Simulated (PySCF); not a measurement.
## Working out the ionisation energy of Tc

Tc [Kr] 4d5 5s2 (6S) → Tc⁺ [Kr] 4d5 5s1 (7S). Calculation: PySCF 2.14, in aug-cc-pVDZ-PP with ECP28MDF (5s5p4d2f, 54 functions); scalar relativity through the core potential. Frozen: 4s2 4p6. Energies in hartree (1 hartree = 27.21139 eV):

```
            part  Tc (lower)  Tc⁺ (upper)
             UHF  -79.847228   -79.642316
CCSD correlation   -0.116144    -0.069828
             (T)   -0.003751    -0.000686
```

Problem. What does Hartree-Fock give?

Solution. (-79.642316) − (-79.847228) = 0.204912 hartree = 5.576 eV.

Problem. What do CCSD and CCSD(T) give?

Solution. The CCSD correlation energies differ by 0.046316 hartree = 1.260 eV and the triples by 0.003065 hartree = 0.083 eV, so CCSD gives 6.836 eV and CCSD(T) 6.919 eV.

Measured between the centres of the two terms (NIST): 7.119 eV, so CCSD(T) (valence) is off by -0.200 eV.

A double-zeta basis recovers only part of the correlation energy.

What remains against the reference includes basis incompleteness, the frozen core and higher excitations.
